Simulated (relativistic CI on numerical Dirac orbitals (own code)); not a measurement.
## One change at a time: Pt XLII

Base calculation: Dirac-Coulomb-Breit CI, separate exchange-only KLI orbitals for each configuration, model QED (radiative potential, 1s self-energy scaled to tabulated hydrogen-like ionisation energies), unscaled Slater integrals.

Configuration list (outside the closed core [Ar] 3d10): 4s2.4p6.4d, 4s2.4p6.4f, 4s2.4p5.4d2, 4s.4p6.4d2, 4s2.4p5.4d.4f, 4s.4p6.4d.4f, 4s2.4p6.5s, 4s2.4p6.5p, 4s2.4p6.5d, 4p6.4d2.4f, 4s2.4p5.4d.5s, 4s2.4p6.5f, 4s2.4p5.4d.5p, 4s.4p6.4f.5s, 4s2.4p6.5g, 4s.4p6.4d.5s, 4s2.4p5.4d.5d, 4p6.4d3, 4p5.4d4, 4p5.4d3.4f, 4p6.4d.4f2, 4p6.4f3, 4p5.4d2.4f2, 4p5.4d.4f3, 4p6.4f2.5s, 4s.4p6.4f2, 4s.4p5.4f3, 4s.4p6.4f.5p, 4s.4p5.4f2.5p, 4p6.4f2.5p. Double excitations out of closed p, d and f shells are left out; levels of such configurations are missing from the list, as are those of other unlisted configurations, and high levels can miss mixing partners. These lack a partner that the ground configuration has and come out too high: 4s2.4p5.4d.5s, 4s2.4p5.4d.5p, 4s2.4p5.4d.5d, 4s2.4p6.5d, 4s2.4p6.5f.

Variants: (1) QED terms removed; (2) only the first 3 configurations. Shifts of the energy above 4s2.4p6.4d 2D_3/2, in eV, for the lowest level and the first level of each name with at least 55 % of one term (blank where a level changes its place among those of its configuration and J or its character, or is not in the variant):

| Level | Base | Δ(1) | Δ(2) |
| --- | --- | --- | --- |
| 4s2.4p6.4d 2D_3/2 | 0.000 | 0.000 | 0.000 |
| 4s2.4p6.4d 2D_5/2 | 25.450 | -0.064 | +0.020 |
| 4s2.4p5.4d2 4D°_1/2 | 167.598 | +0.268 | -2.050 |
| 4s2.4p5.4d2 4G°_9/2 | 192.846 | +0.212 | -1.582 |
| 4s2.4p5.4d2 2H°_11/2 | 197.533 | +0.211 | -1.495 |
| 4s2.4p5.4d2 2G°_9/2 | 206.426 | +0.209 | -1.889 |
| 4s2.4p5.4d2 4G°_11/2 | 218.577 | +0.153 | -1.488 |
| 4s2.4p5.4d2 2P°_1/2 | 225.285 | +0.187 | -1.930 |
| 4s2.4p6.4f 2F°_7/2 | 251.391 | +0.039 | -1.959 |
| 4s2.4p5.4d.4f 4G_5/2 | 389.625 | +0.271 |  |
| 4s2.4p5.4d.4f 4G_7/2 | 396.433 | +0.260 |  |

At this charge energies of transitions that change n are usually good to better than 1 %, and those within a shell (Δn = 0) to a few per cent.

Ionisation energy from the two ground configurations alone: base 1940.69 eV. The NIST ASD value (theoretical) is 1941 eV.

LS names give the leading component of a level, which can be under half, so a name can repeat, a term be missing and a line seem to break the LS rules.
